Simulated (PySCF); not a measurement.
Working out the ionisation energy of I

I [Kr] 4d10 5s2 5p5 (2P) → I⁺ [Kr] 4d10 5s2 5p4 (3P). Calculation: PySCF 2.14, in def2-TZVPPD with the def2 core potential (28 electrons) (7s6p4d2f, 59 functions); a scalar-relativistic core potential. Frozen: nothing. Energies in hartree (1 hartree = 27.21139 eV):

```csv
part,I (lower),I⁺ (upper)
UHF,-296.658629,-296.307730
MP2 opposite-spin,-0.357634,-0.336305
MP2 same-spin,-0.199582,-0.191138
```

Q: What does Hartree-Fock give?

A: (-296.307730) − (-296.658629) = 0.350899 hartree = 9.548 eV.

Q: What do MP2 and SCS-MP2 (6/5 opposite-spin, 1/3 same-spin) give?

A: The opposite-spin parts differ by 0.580 eV and the same-spin parts by 0.230 eV. MP2: 9.548 + (0.580) + (0.230) = 10.358 eV. SCS-MP2: 9.548 + 1.2 × (0.580) + (0.230)/3 = 10.321 eV.

Measured between the centres of the two terms (NIST): 10.519 eV, so MP2 (valence and next inner shell) is off by -0.161 eV.

What remains against the reference includes basis incompleteness and correlation beyond second order.
